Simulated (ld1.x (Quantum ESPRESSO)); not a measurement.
# Cu (Z = 29), TM: configuration errors across variants

| Quantity | Value |
| --- | --- |
| Element | Cu (Z = 29) |
| Generator | ld1.x (Quantum ESPRESSO) 7.5 |
| Type | norm-conserving Troullier–Martins (Kleinman–Bylander form) |
| Functional | BLYP |
| Relativity | scalar-relativistic |
| Frozen core | [Ne] |
| Valence charge | 19 |
| Reference configuration | 3s2 3p6 3d9 4s2 4p0 |
| Partial waves | 3s (bound): rc 0.90 bohr; 3p (bound): rc 1.05 bohr; 3d (bound): rc 1.35 bohr |
| Local potential | the d channel |
| Core correction | none |

Occupied shells without a wave of their own: 4s. They enter only through the test configuration that unscreens the potential.

All-electron excitation energies from the reference (eV): (1) 3s2 3p6 3d10 4s1 4p0 -1.901; (2) 3s2 3p6 3d10 4s0 4p0 6.376; (3) 3s2 3p6 3d9 4s0 4p0 27.756; (4) 3s2 3p5 3d10 4s1 4p0 77.509; (5) 3s2 3p6 3d8 4s0 4p0 66.785; (6) 3s2 3p6 3d10 4s0 4p1 2.289; (7) 3s2 3p6 3d9 4s1 4p1 4.861.

For the base: The 4s level has no wave, so the channel is fitted at the deeper level alone: the likely source of the large errors.

Tests that are not counted but printed errors over 1 eV. “wave 3d (bound): rc 1.35 bohr becomes 3d (bound): rc 1.44 bohr”: 3s2 3p6 3d10 4s1 4p0 (pseudo-atom not self-consistent, printed error -4795 eV). “wave 3d (bound): rc 1.35 bohr becomes 3d (bound): rc 1.76 bohr”: 3s2 3p6 3d10 4s0 4p0 (pseudo-atom not self-consistent, printed error -4519 eV). “wave 3d (bound): rc 1.35 bohr becomes 3d (bound): rc 2.00 bohr”: 3s2 3p6 3d9 4s1 4p1 (pseudo-atom not self-consistent, printed error -1.1 eV).

The file “wave 3d (bound): rc 1.35 bohr becomes 3d (bound): rc 1.00 bohr” misses its own reference levels by 0.3 eV. The file “wave 3d (bound): rc 1.35 bohr becomes 3d (bound): rc 1.58 bohr” misses its own reference levels by 0.4 eV. The file “wave 3d (bound): rc 1.35 bohr becomes 3d (bound): rc 1.76 bohr” misses its own reference levels by 0.3 eV.

Errors AE − PS in meV (a dash: test not solved or not reliable):

| change | (1) | (2) | (3) | (4) | (5) | (6) | (7) | bound ghosts |
| --- | --- | --- | --- | --- | --- | --- | --- | --- |
| base | +169 | +421 | +514 | +173 | +483 | +266 | +26 | none |
| wave 3d (bound): rc 1.35 bohr becomes 3d (bound): rc 1.00 bohr | -180 | -546 | -1024 | -379 | -1667 | -461 | -349 | none |
| wave 3d (bound): rc 1.35 bohr becomes 3d (bound): rc 1.20 bohr | +13 | +3.8 | -105 | -33 | -329 | -39 | -107 | none |
| wave 3d (bound): rc 1.35 bohr becomes 3d (bound): rc 1.28 bohr | +103 | +250 | +269 | +95 | +174 | +142 | -23 | none |
| wave 3d (bound): rc 1.35 bohr becomes 3d (bound): rc 1.44 bohr | – | +592 | +738 | +238 | +745 | +388 | +65 | none |
| wave 3d (bound): rc 1.35 bohr becomes 3d (bound): rc 1.58 bohr | +372 | +894 | +1022 | +284 | +941 | +591 | +78 | none |
| wave 3d (bound): rc 1.35 bohr becomes 3d (bound): rc 1.76 bohr | +471 | – | +705 | +75 | +57 | +616 | -104 | none |
| wave 3d (bound): rc 1.35 bohr becomes 3d (bound): rc 1.86 bohr | +453 | +652 | -515 | -468 | -2276 | +296 | – | none |
| wave 3d (bound): rc 1.35 bohr becomes 3d (bound): rc 2.00 bohr | +321 | +2.6 | -2236 | -1179 | -5284 | -294 | – | none |

(1) Give the same row for: wave 3d (bound): rc 1.35 bohr becomes 3d (bound): rc 0.84 bohr.

## Answers

(1) -551, -1819, -3701, -1449, -6165, -1461, -1181; bound ghosts: none.
